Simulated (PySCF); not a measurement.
**Dipole response of In (indium, neutral)**

[Kr] 4d10 5s2 5p1, 2P determinant. Computed with PySCF 2.14 in def2-QZVPPD with the def2 core potential (28 electrons) (8s6p5d4f1g, 88 functions), with scalar relativity through the core potential. Coupled (time-dependent) response in atomic units; α is the mean over directions.

| method | mean α (bohr³) | α xx, yy, zz | C₆ (like pair) | S(−4) |
| --- | --- | --- | --- | --- |
| UHF | 74.45 | 60.61, 102.1, 60.61 | 805.5 | 2941 |
| PBE | 79.34 | 59.88, 118.3, 59.88 | 812.6 | 4595 |
| PBE0 | 74.61 | 58.10, 107.6, 58.10 | 772.4 | 3567 |
| LC-wPBE | 66.31 | 54.11, 90.72, 54.11 | 690.9 | 2276 |

S(−4) is the Cauchy moment in α(ω) = α(0) + S(−4) ω² + …

Reference α: 65 ± 4 bohr³ (recommended; Schwerdtfeger and Nagle, table of static dipole polarizabilities (2023 update)). Published C₆: 779.0 (Chu and Dalgarno (2004); Tang, Norbeck and Certain (1976)).

Spin-orbit coupling is absent.

α(iu) at UHF:

```json
{"u (hartree)": "0", "α(iu) (bohr³)": "74.45"}
{"u (hartree)": "0.0500", "α(iu) (bohr³)": "68.05"}
{"u (hartree)": "0.100", "α(iu) (bohr³)": "55.54"}
{"u (hartree)": "0.200", "α(iu) (bohr³)": "34.91"}
{"u (hartree)": "0.300", "α(iu) (bohr³)": "23.08"}
{"u (hartree)": "0.500", "α(iu) (bohr³)": "12.38"}
{"u (hartree)": "0.750", "α(iu) (bohr³)": "7.405"}
{"u (hartree)": "1.00", "α(iu) (bohr³)": "5.181"}
{"u (hartree)": "1.50", "α(iu) (bohr³)": "3.153"}
{"u (hartree)": "2.00", "α(iu) (bohr³)": "2.192"}
{"u (hartree)": "3.00", "α(iu) (bohr³)": "1.260"}
{"u (hartree)": "5.00", "α(iu) (bohr³)": "0.5710"}
```

The components differ because the open shell of this determinant is not spherical; for a pure term their mean is the scalar polarisability.

Energies and moments cover only the electrons outside the core potential.
